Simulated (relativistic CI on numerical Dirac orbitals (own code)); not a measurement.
Ir3+ (5d6) in a crystal field

Calculated by Dirac-Coulomb-Breit CI, orbitals from a KLI potential per configuration, QED by a radiative potential, valence Slater integrals scaled by 0.9, one configuration in a parametric crystal field (own radial code). With so little scaling, terms lie 10 to 35 % too far apart, which can change the order of excited levels.

Field parameters in Wybourne normalisation: D4h B²₀ = −7Ds, B⁴₀ = 21(Dq − Dt), B⁴₄ = 21√(5/14) Dq. The field is a parameter set, without covalency.

S and J are read from ⟨S²⟩ = S(S + 1) and ⟨J²⟩ = J(J + 1) of each level; they are not fictitious spins.

D4h, 10Dq = 25050, Ds = -1500, Dt = -390 cm⁻¹, the lowest 16 levels:

```tsv
E (cm⁻¹)	Degeneracy	Irrep	S	J
0.0	1	A1	0.29	4.37
13339	1	A1	1.12	4.19
14465	1	A2	1.09	4.23
15077	2	E	1.07	3.91
18832	1	B1	1.14	3.97
19062	1	B2	1.12	3.63
19610	2	E	1.22	3.75
21032	1	A1	1.14	3.95
22327	2	E	1.06	3.95
23411	1	B1	1.13	4.02
23547	1	B2	1.45	3.92
24937	1	A2	0.91	4.20
26138	2	E	1.77	3.92
26845	1	A1	1.21	3.76
27305	1	A2	1.15	4.12
27554	1	B2	1.65	3.65
```

D4h, 10Dq = 25050, Ds = 3000, Dt = -390 cm⁻¹, the lowest 10 levels:

| E (cm⁻¹) | Degeneracy | Irrep | S | J |
| --- | --- | --- | --- | --- |
| 0.0 | 1 | A1 | 0.29 | 4.37 |
| 11346 | 1 | B1 | 1.12 | 4.19 |
| 12086 | 2 | E | 1.07 | 4.03 |
| 15916 | 1 | B2 | 1.13 | 3.71 |
| 16715 | 2 | E | 1.19 | 3.72 |
| 16892 | 1 | A1 | 1.14 | 3.99 |
| 19631 | 2 | E | 1.25 | 3.61 |
| 19802 | 1 | B1 | 1.06 | 3.85 |
| 20958 | 1 | A2 | 1.22 | 3.67 |
| 21855 | 1 | A1 | 1.24 | 3.84 |

D4h, 10Dq = 25050, Ds = 2590, Dt = -390 cm⁻¹, the lowest 16 levels:

```tsv
E (cm⁻¹)	Degeneracy	Irrep	S	J
0.0	1	A1	0.29	4.37
12413	1	B1	1.13	4.18
13274	2	E	1.08	4.05
16352	1	B2	1.14	3.72
16690	2	E	1.18	3.73
16785	1	A1	1.13	4.01
20224	2	E	1.26	3.60
20600	1	B1	1.04	3.86
21035	1	A2	1.14	3.90
22149	1	A1	1.25	3.83
22654	1	A2	0.84	4.39
24665	2	E	1.85	3.69
25513	1	B2	1.79	3.78
27459	1	B1	1.85	3.73
27502	2	E	0.77	4.68
27932	1	B2	0.45	3.86
```

The free-ion ground term has S = 2. The field overcomes the spin-pairing energy for D4h, 10Dq = 25050, Ds = -1500, Dt = -390 cm⁻¹; D4h, 10Dq = 25050, Ds = 3000, Dt = -390 cm⁻¹; D4h, 10Dq = 25050, Ds = 2590, Dt = -390 cm⁻¹, where the ground state has lower spin; these fields are assumed values.

Levels of this model without a field, named by their leading LS term: ⁵D4 0, ⁵D3 5349, ⁵D2 5549, ⁵D1 8171, ⁵D0 8565, ³H4 15518, ³H6 18869, ³H5 18965 cm⁻¹.
